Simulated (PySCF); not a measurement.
Spinor energies of Mo³⁺ (molybdenum, charge +3)

Start: [Kr] 4d3; 4d3/2 filled at m_j = -1/2, +1/2, +3/2. Calculated with PySCF 2.14 in x2c-TZVPPall-2c (8s9p7d2f1g, 93 functions): generalised Hartree-Fock with the X2C-1e Hamiltonian and a Gaussian nucleus; one run each with spin-orbit coupling (SO) switched off, then screened by Boettger's factors.

```json
{"spinor shell": "1s1/2", "electrons": "2", "ε, spin-free (eV)": "-20140.7", "ε, screened SO (eV)": "-20139.6", "weight of nominal j (screened SO)": "1.000", "rms radius, screened SO (bohr)": "0.0404"}
{"spinor shell": "2s1/2", "electrons": "2", "ε, spin-free (eV)": "-2948.8", "ε, screened SO (eV)": "-2948.5", "weight of nominal j (screened SO)": "1.000", "rms radius, screened SO (bohr)": "0.166"}
{"spinor shell": "2p1/2", "electrons": "2", "ε, spin-free (eV)": "-2633.2", "ε, screened SO (eV)": "-2706.8", "weight of nominal j (screened SO)": "1.000", "rms radius, screened SO (bohr)": "0.145"}
{"spinor shell": "2p3/2", "electrons": "4", "ε, spin-free (eV)": "-2633.2", "ε, screened SO (eV)": "-2598.6", "weight of nominal j (screened SO)": "1.000", "rms radius, screened SO (bohr)": "0.149"}
{"spinor shell": "3s1/2", "electrons": "2", "ε, spin-free (eV)": "-561.98", "ε, screened SO (eV)": "-561.85", "weight of nominal j (screened SO)": "1.000", "rms radius, screened SO (bohr)": "0.456"}
{"spinor shell": "3p1/2", "electrons": "2", "ε, spin-free (eV)": "-455.71", "ε, screened SO (eV)": "-468.33", "weight of nominal j (screened SO)": "1.000", "rms radius, screened SO (bohr)": "0.455"}
{"spinor shell": "3d3/2", "electrons": "4", "ε, spin-free (eV)": "-282.78", "ε, screened SO (eV)": "-285.08", "weight of nominal j (screened SO)": "0.976", "rms radius, screened SO (bohr)": "0.451"}
{"spinor shell": "3d5/2", "electrons": "6", "ε, spin-free (eV)": "-282.78", "ε, screened SO (eV)": "-281.09", "weight of nominal j (screened SO)": "0.984", "rms radius, screened SO (bohr)": "0.455"}
{"spinor shell": "4s1/2", "electrons": "2", "ε, spin-free (eV)": "-111.64", "ε, screened SO (eV)": "-111.58", "weight of nominal j (screened SO)": "1.000", "rms radius, screened SO (bohr)": "1.17"}
{"spinor shell": "4p1/2", "electrons": "2", "ε, spin-free (eV)": "-79.765", "ε, screened SO (eV)": "-84.709", "weight of nominal j (screened SO)": "0.698", "rms radius, screened SO (bohr)": "1.30"}
{"spinor shell": "4p3/2", "electrons": "4", "ε, spin-free (eV)": "-79.765", "ε, screened SO (eV)": "-77.289", "weight of nominal j (screened SO)": "0.849", "rms radius, screened SO (bohr)": "1.30"}
{"spinor shell": "4d3/2", "electrons": "3", "ε, spin-free (eV)": "-40.311", "ε, screened SO (eV)": "-40.345", "weight of nominal j (screened SO)": "0.648", "rms radius, screened SO (bohr)": "1.72"}
```

Problem. Where does 3p3/2 lie, and what is the 3p spin-orbit splitting (screened SO)?

Solution. At -449.69 eV, 18.639 eV above 3p1/2.

| quantity | spin-free | screened SO |
| --- | --- | --- |
| E (hartree) | -4044.20588 | -4044.68775 |
| M_J | 3/2 | 3/2 |
| ⟨J²⟩ | 6.759 | 6.406 |
| ⟨L²⟩ | 12.008 | 11.980 |
| ⟨S²⟩ | 3.751 | 3.738 |

The determinant has a definite M_J but mixes levels of different J.

Each row is a mean over spinors that exchange with the open shell spreads, by up to 4.417 eV (4s1/2).

Rows whose weight is well below 1 are mixtures of j = l ± 1/2: exchange outweighs spin-orbit coupling there, and the label is only the starting occupation.

Breit and QED terms are absent; they matter most for the inner s and p1/2 levels.

Densities and radii are taken from the X2C orbitals without a picture-change correction, which distorts them close to the nucleus.

Without spin-orbit coupling the j labels of p, d and f shells carry no meaning; the spin-free column gives the mean over the occupied spinors of each nl shell, and its ⟨J²⟩ belongs to a mixture of degenerate components.
